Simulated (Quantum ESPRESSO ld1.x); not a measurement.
Question: Neutral copper, 29 electrons, occupied as [Ar] 3d10 4s1. Method: non-relativistic Kohn-Sham, Wu-Cohen GGA, spin-unpolarised, spherical densities, point nucleus; computed with ld1.x of Quantum ESPRESSO 7.5. Some entries of the table are withheld. Estimate them.

orbital,occ.,eigenvalue (eV),<1/r> (bohr^-1)
1s,2,(1),28.50
2s,2,(2),6.190
2p,6,(3),6.155
3s,2,-110.719,1.959
3p,6,-71.017,1.828
3d,10,(4),1.375
4s,1,-4.429,(5)
4p,0,-0.621,0.2531

Answer: 
(1) 1s eigenvalue (eV): -8744.127
(2) 2s eigenvalue (eV): -1039.419
(3) 2p eigenvalue (eV): -911.661
(4) 3d eigenvalue (eV): -5.241
(5) 4s <1/r> (bohr^-1): 0.4397
